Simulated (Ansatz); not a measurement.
Reaction (substitution at a C–Al bond): `[CH3][Al]([SiH3])[CH2]O` + `OBO` → `OBOCO` + `[CH3][AlH][SiH3]`

Calculated with Ansatz (gas phase, PBE0-D4/def2-TZVP geometries, no zero-point term in ΔE). CCSD(T)/CBS is the MP2 limit (def2-TZVPP, def2-QZVPP) plus CCSD(T) − MP2 in def2-TZVPP, frozen cores. This one scheme is used for every species. DFT in def2-TZVPP. Each species was taken in one conformer, which may not be the lowest.

(1) Is it downhill or uphill in electronic energy at CCSD(T)/CBS, and by how much? (An estimate is asked.)

(2) What do these levels give: r2SCAN-D4, ωB97M-V, B2PLYP, PBE, r2SCAN, PBE0, HF/def2-TZVPP, MP2/def2-TZVPP, SCS-MP2/def2-TZVPP, HF/def2-QZVPP, MP2/CBS(def2), CCSD/CBS(def2)? (Estimate.)

Largest T1 diagnostic among the species: 0.013.

Results:

(1) The calculation gave: Uphill: ΔE = +37.8 kJ/mol.

(2) Ansatz gave: r2SCAN-D4 33.5, ωB97M-V 34.6, B2PLYP 32.7, PBE 35.6, r2SCAN 32.9, PBE0 33.5, HF/def2-TZVPP 15.6, MP2/def2-TZVPP 37.1, SCS-MP2/def2-TZVPP 31.5, HF/def2-QZVPP 16.0, MP2/CBS(def2) 43.1, CCSD/CBS(def2) 36.9 kJ/mol.

In def2-TZVPP, CCSD(T) changes the Hartree–Fock value by +16.3 kJ/mol (the triples alone add +1.0 kJ/mol) and MP2 by +21.5 kJ/mol.
